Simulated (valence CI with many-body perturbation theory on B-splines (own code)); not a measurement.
**Ni VII: E2, M1 decay**

Calculated by relativistic CI+MBPT: four valence electrons over a frozen Dirac-Fock core [Ar], a basis of 9 s, 9 p, 10 d, 8 f, 5 g, 3 h, 1 i functions for each j, with the one-electron correlation potential Σ1 (screened to all orders), the two-electron term Σ2, the three-electron term Σ3, Breit, model QED; selected single and double excitations, second order for the rest, scaled by the run's own slope (own B-spline code, finite nucleus).

Against 16 measured levels this calculation errs by 460 cm⁻¹ on average and by 1211 at most. These come from a selection out of Corliss and Sugar, J. Phys. Chem. Ref. Data 10, 197 (1981). Levels without a partner in it may be off by more, other configurations by 1,000 to 8,000 cm⁻¹. The list stops below the first excitations out of the core. Only levels of the ground parity were solved; by the run's estimate the other parity begins above the list, which can be wrong where configurations are misplaced.

Lines 51 to 100 of 111 in falling wavelength, among levels below 386880 cm⁻¹, chosen from the decays that carry over 1 % of a level's rate. Wavelengths and rates use the calculated energies, so an error of 500 cm⁻¹ moves a line at 3161 Å by 1.6 % and its rate by three times that or more. Electric multipoles are in the length gauge, E1 and E2 with the static RPA response of the core. S is in atomic units (e²a₀⁴ for E2 and M2, e²a₀⁶ for E3), for M1 in squared Bohr magnetons. Weak lines are less certain than strong ones. Lines between different terms over intervals too small for the method are left out, as are lines whose strength nearly cancels and 9 of this kind that miss the measured wavelength by over 7 %.

Letters in brackets count levels of one name in rising energy.

```csv
λ vac (Å),λ from measured levels,Upper,Lower,Type,A (s⁻¹),S (a.u.)
3161,3132,3d⁴ ³F_3 [a],3d⁴ ⁵D_4,M1,2.69e-01,2.20e-03
3139,,3d⁴ ³P_2 [b],3d⁴ ³D_3,E2,5.67e-01,7.72e-01
3139,,3d⁴ ³P_2 [b],3d⁴ ³D_3,M1,5.03e-01,2.89e-03
3137,3107,3d⁴ ³F_4 [a],3d⁴ ⁵D_4,M1,3.41e+00,3.51e-02
3125,,3d⁴ ³F_2 [b],3d⁴ ³D_1,M1,8.23e-01,4.65e-03
3114,3141,3d⁴ ³P_1 [a],3d⁴ ⁵D_0,M1,5.07e-01,1.70e-03
3096,,3d⁴ ¹F_3,3d⁴ ³F_4 [a],M1,1.12e-01,8.61e-04
3093,,3d⁴ ³F_2 [b],3d⁴ ³D_2,M1,1.26e+00,6.93e-03
3088,,3d⁴ ³F_4 [b],3d⁴ ¹G_4 [a],M1,1.92e-01,1.89e-03
3086,,3d⁴ ³F_4 [b],3d⁴ ³D_3,M1,1.06e+00,1.04e-02
3078,3056,3d⁴ ³F_2 [a],3d⁴ ⁵D_3,M1,1.72e-01,9.28e-04
3076,3049,3d⁴ ³F_3 [a],3d⁴ ⁵D_3,M1,2.02e+00,1.53e-02
3074,,3d⁴ ¹F_3,3d⁴ ³F_3 [a],M1,8.16e-02,6.15e-04
3054,3025,3d⁴ ³F_4 [a],3d⁴ ⁵D_3,M1,7.29e-01,6.93e-03
3012,2990,3d⁴ ³F_2 [a],3d⁴ ⁵D_2,M1,9.54e-01,4.83e-03
3010,2984,3d⁴ ³F_3 [a],3d⁴ ⁵D_2,M1,7.85e-01,5.56e-03
3004,3027,3d⁴ ³P_2 [a],3d⁴ ⁵D_3,M1,3.23e+00,1.62e-02
2965,2944,3d⁴ ³F_2 [a],3d⁴ ⁵D_1,M1,5.24e-01,2.53e-03
2897,2917,3d⁴ ³P_2 [a],3d⁴ ⁵D_1,M1,1.00e-01,4.51e-04
2848,2796,3d⁴ ³G_3,3d⁴ ⁵D_4,M1,3.11e-02,1.86e-04
2803,2751,3d⁴ ³G_4,3d⁴ ⁵D_4,M1,2.69e-01,1.97e-03
2779,2729,3d⁴ ³G_3,3d⁴ ⁵D_3,M1,2.16e-01,1.21e-03
2774,,3d⁴ ¹F_3,3d⁴ ³H_4,M1,4.23e-02,2.34e-04
2736,2686,3d⁴ ³G_4,3d⁴ ⁵D_3,M1,7.65e-02,5.23e-04
2725,2677,3d⁴ ³G_3,3d⁴ ⁵D_2,M1,9.07e-02,4.76e-04
2470,,3d⁴ ³F_4 [b],3d⁴ ³G_5,E2,1.19e+00,8.78e-01
2470,,3d⁴ ³F_4 [b],3d⁴ ³G_5,M1,8.05e-01,4.05e-03
2442,,3d⁴ ³F_4 [b],3d⁴ ³G_4,E2,5.71e-01,3.99e-01
2442,,3d⁴ ³F_4 [b],3d⁴ ³G_4,M1,5.63e-01,2.74e-03
2432,,3d⁴ ³F_2 [b],3d⁴ ³G_4,E2,4.15e-01,1.57e-01
2409,,3d⁴ ³F_4 [b],3d⁴ ³G_3,M1,1.60e-01,7.47e-04
2399,,3d⁴ ³F_2 [b],3d⁴ ³G_3,M1,1.52e+00,3.88e-03
2399,,3d⁴ ³F_2 [b],3d⁴ ³G_3,E2,8.52e-01,3.02e-01
2290,,3d⁴ ³P_2 [b],3d⁴ ³P_2 [a],E2,6.72e-01,1.89e-01
2262,,3d⁴ ³P_2 [b],3d⁴ ³F_4 [a],E2,2.07e-01,5.48e-02
2262,,3d⁴ ³F_4 [b],3d⁴ ³P_2 [a],E2,3.29e-01,1.56e-01
2261,,3d⁴ ³D_3,3d⁴ ⁵D_4,M1,1.74e+00,5.21e-03
2234,,3d⁴ ³F_4 [b],3d⁴ ³F_4 [a],E2,9.20e-01,4.12e-01
2234,,3d⁴ ³F_4 [b],3d⁴ ³F_4 [a],M1,2.06e-01,7.68e-04
2226,,3d⁴ ³F_2 [b],3d⁴ ³F_4 [a],E2,3.26e-01,7.95e-02
2223,,3d⁴ ³F_4 [b],3d⁴ ³F_3 [a],M1,5.68e-01,2.08e-03
2223,,3d⁴ ³F_4 [b],3d⁴ ³F_3 [a],E2,2.14e-01,9.31e-02
2218,,3d⁴ ³D_3,3d⁴ ⁵D_3,M1,4.13e-01,1.17e-03
2214,,3d⁴ ³F_2 [b],3d⁴ ³F_3 [a],E2,1.32e+00,3.15e-01
2213,,3d⁴ ³F_2 [b],3d⁴ ³F_2 [a],E2,1.19e+00,2.83e-01
2206,,3d⁴ ³D_2,3d⁴ ⁵D_3,M1,6.06e-01,1.20e-03
2183,,3d⁴ ³D_3,3d⁴ ⁵D_2,M1,4.72e-01,1.28e-03
2172,,3d⁴ ³D_2,3d⁴ ⁵D_2,M1,6.99e-01,1.33e-03
2158,,3d⁴ ³P_2 [b],3d⁴ ³P_1 [a],E2,8.74e-01,1.82e-01
2158,,3d⁴ ³P_2 [b],3d⁴ ³P_1 [a],M1,1.47e-01,2.73e-04
```
